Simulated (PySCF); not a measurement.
Geometry:
```csv
atom,x (Å),y (Å),z (Å)
Se1,0.000,0.031,-1.609
C2,1.392,-0.005,-0.424
C3,2.371,-0.029,0.294
H4,3.234,-0.050,0.934
C5,-1.392,0.022,-0.423
C6,-2.371,0.018,0.294
H7,-3.234,0.013,0.935
```

Geometry: PBE0-D3(BJ)/def2-SVP; GIAO absolute shieldings from PySCF 2.14.0 with density-fitted response routines, gas phase, non-relativistic, averaged over equivalent atoms.

At PBE0/pcSseg-1 (119 basis functions, 6.8 s wall time on 1 thread of an x86-64 server CPU, shared host):
```
atoms  σ (ppm)
  Se1   1609.3
C3/C6     82.6
C2/C5    111.1
H4/H7    28.21
```

Estimate the result of repeating the calculation with KT2/pcSseg-1.

Answers


| atoms | σ at KT2/pcSseg-1 | change |
| --- | --- | --- |
| Se1 | 1548.2 | -61.1 |
| C3/C6 | 88.6 | +6.0 |
| C2/C5 | 118.8 | +7.7 |
| H4/H7 | 27.85 | -0.36 |

The largest change is at Se1 (selenium bonded to 2 C). Cost: 119 basis functions, 9.3 s wall time on 1 thread of an x86-64 server CPU, shared host.

Relativistic effects, spin–orbit coupling among them, are left out; they matter for Se and for the light atoms bonded to it.
